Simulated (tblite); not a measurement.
Compound: C7H9O (doublet state).
SMILES with atom numbers: `[OH:1][CH2:2][C@@:3]12[CH2:4][C:5]3[C@@H:6]([CH2:7]1)[C@@H:8]23` (hydrogens: H9 on O1; H10, H11 on C2; H12, H13 on C4; H14 on C6; H15, H16 on C7; H17 on C8)

Computed with GFN2-xTB (tblite), gas phase: L-BFGS steps from a force-field or distance-geometry start until the largest atomic force falls under 0.01 eV/Å.

Step 23: E = -638.6628 eV
```
atom  x, y, z in Å  |  force x, y, z in eV/Å
O1      2.5276    0.2508    0.2503   -0.038  -0.015   0.000
C2      1.4976    0.5245   -0.6686    0.010   0.013  -0.015
C3      0.1459    0.0744   -0.1646   -0.006   0.046  -0.013
C4     -0.0580   -1.4087    0.2505   -0.018  -0.018  -0.001
C5     -1.4863   -1.1420   -0.1532    0.039   0.030   0.019
C6     -1.8693    0.2323    0.3263    0.011   0.075  -0.020
C7     -0.6164    0.8337    0.9433   -0.016   0.019   0.010
C8     -1.1646    0.0308   -1.0051    0.010  -0.052  -0.017
H9      2.4422   -0.6700    0.5257    0.069   0.019  -0.008
H10     1.4950    1.6097   -0.8079    0.021  -0.004  -0.010
H11     1.7075    0.0529   -1.6428   -0.002  -0.033   0.032
H12     0.1385   -1.6643    1.2931   -0.021  -0.033  -0.057
H13     0.4445   -2.1039   -0.4209   -0.007   0.026   0.015
H14    -2.8841    0.5560    0.4747   -0.007  -0.021   0.028
H15    -0.3632    0.5770    1.9734   -0.031  -0.018  -0.025
H16    -0.5689    1.9158    0.8206   -0.025  -0.026  -0.013
H17    -1.3951    0.3429   -2.0046    0.010  -0.008   0.076
```

Step 24: E = -638.6639 eV
```
atom  x, y, z in Å  |  force x, y, z in eV/Å
O1      2.5233    0.2525    0.2543   -0.017  -0.015   0.004
C2      1.4961    0.5243   -0.6680    0.030   0.008  -0.016
C3      0.1447    0.0760   -0.1641    0.001   0.028  -0.025
C4     -0.0565   -1.4078    0.2500   -0.030  -0.023   0.007
C5     -1.4853   -1.1411   -0.1505    0.018   0.009  -0.029
C6     -1.8698    0.2341    0.3258    0.005   0.043  -0.016
C7     -0.6182    0.8348    0.9428    0.005   0.019   0.016
C8     -1.1651    0.0302   -1.0051    0.006  -0.029  -0.009
H9      2.4465   -0.6719    0.5207    0.063   0.029  -0.007
H10     1.4960    1.6085   -0.8127    0.018   0.002  -0.003
H11     1.7079    0.0477   -1.6390   -0.003  -0.033   0.017
H12     0.1398   -1.6668    1.2911   -0.013  -0.020  -0.026
H13     0.4473   -2.1037   -0.4201   -0.023   0.043   0.002
H14    -2.8852    0.5553    0.4749   -0.013  -0.017   0.028
H15    -0.3642    0.5765    1.9713   -0.031  -0.022   0.008
H16    -0.5706    1.9163    0.8223   -0.020   0.002  -0.022
H17    -1.3936    0.3471   -2.0036    0.002  -0.025   0.071
```

Step 25: E = -638.6645 eV
```
atom  x, y, z in Å  |  force x, y, z in eV/Å
O1      2.5201    0.2536    0.2574    0.008   0.005   0.007
C2      1.4958    0.5242   -0.6682    0.029  -0.002  -0.008
C3      0.1439    0.0778   -0.1647    0.007   0.004  -0.018
C4     -0.0561   -1.4070    0.2497   -0.025  -0.007   0.008
C5     -1.4845   -1.1404   -0.1500   -0.009  -0.005  -0.039
C6     -1.8703    0.2356    0.3248   -0.001   0.006  -0.006
C7     -0.6195    0.8358    0.9423    0.018   0.009   0.011
C8     -1.1655    0.0296   -1.0054    0.002   0.002   0.002
H9      2.4509   -0.6730    0.5174    0.052   0.020  -0.005
H10     1.4982    1.6078   -0.8164    0.014   0.003   0.000
H11     1.7089    0.0434   -1.6364   -0.002  -0.031   0.004
H12     0.1391   -1.6673    1.2898   -0.006  -0.013   0.003
H13     0.4495   -2.1033   -0.4184   -0.028   0.046  -0.015
H14    -2.8862    0.5537    0.4766   -0.010  -0.012   0.019
H15    -0.3650    0.5744    1.9694   -0.030  -0.017   0.029
H16    -0.5725    1.9169    0.8238   -0.013   0.019  -0.023
H17    -1.3940    0.3501   -2.0016   -0.005  -0.026   0.032
```

Step 26: E = -638.6649 eV
```
atom  x, y, z in Å  |  force x, y, z in eV/Å
O1      2.5183    0.2545    0.2596    0.023   0.014   0.007
C2      1.4964    0.5240   -0.6685    0.017  -0.009   0.000
C3      0.1435    0.0792   -0.1655    0.009  -0.011  -0.001
C4     -0.0565   -1.4063    0.2496   -0.015   0.008   0.005
C5     -1.4842   -1.1401   -0.1510   -0.024  -0.008  -0.025
C6     -1.8706    0.2364    0.3241   -0.003  -0.017   0.005
C7     -0.6200    0.8364    0.9421    0.015   0.000   0.005
C8     -1.1657    0.0295   -1.0056    0.001   0.022   0.009
H9      2.4547   -0.6736    0.5150    0.045   0.016  -0.005
H10     1.5003    1.6074   -0.8190    0.012  -0.001  -0.001
H11     1.7100    0.0399   -1.6347    0.000  -0.027  -0.003
H12     0.1380   -1.6668    1.2894   -0.005  -0.010   0.015
H13     0.4508   -2.1022   -0.4170   -0.026   0.039  -0.029
H14    -2.8871    0.5521    0.4784   -0.003  -0.009   0.011
H15    -0.3659    0.5722    1.9685   -0.027  -0.006   0.032
H16    -0.5742    1.9177    0.8246   -0.008   0.018  -0.019
H17    -1.3950    0.3519   -1.9998   -0.011  -0.020  -0.007
```

**Question.** Estimate the geometry and energy of step 27. (The exact step hangs on the optimiser's Hessian estimate; all steps are aligned on step 26, rigid shifts and turns removed.)

**Answer.** E = -638.6653 eV, largest force 0.052 eV/Å
```
atom  x, y, z in Å  |  force x, y, z in eV/Å
O1      2.5173    0.2554    0.2613    0.036   0.037   0.002
C2      1.4971    0.5238   -0.6688    0.002  -0.016   0.009
C3      0.1434    0.0800   -0.1660    0.007  -0.017   0.020
C4     -0.0571   -1.4058    0.2496   -0.007   0.020   0.001
C5     -1.4843   -1.1400   -0.1519   -0.029  -0.004  -0.004
C6     -1.8708    0.2369    0.3237   -0.003  -0.031   0.014
C7     -0.6201    0.8371    0.9421    0.003  -0.009   0.000
C8     -1.1657    0.0296   -1.0054    0.001   0.032   0.012
H9      2.4588   -0.6735    0.5131    0.037  -0.003   0.000
H10     1.5019    1.6070   -0.8209    0.011  -0.007  -0.003
H11     1.7105    0.0367   -1.6333    0.005  -0.021  -0.006
H12     0.1375   -1.6675    1.2891   -0.006  -0.005   0.019
H13     0.4509   -2.1004   -0.4170   -0.020   0.024  -0.039
H14    -2.8878    0.5509    0.4797    0.004  -0.006   0.004
H15    -0.3674    0.5708    1.9685   -0.023   0.007   0.023
H16    -0.5755    1.9186    0.8246   -0.002   0.009  -0.011
H17    -1.3955    0.3525   -1.9983   -0.016  -0.010  -0.041
```

The energy changes by -0.0004 eV. The first-order estimate −F·Δx gives -0.0005 eV and the mean of the old and new forces, exact on a quadratic surface, -0.0004 eV. The step makes an angle of 59° with the force vector and moves no atom by more than 0.004 Å.

What follows is the cost of the whole relaxation. The run took 1.2 s of wall time on one thread of an Intel Xeon at 2.50 GHz, shared host with 64 logical CPUs at a one-minute load of 62.
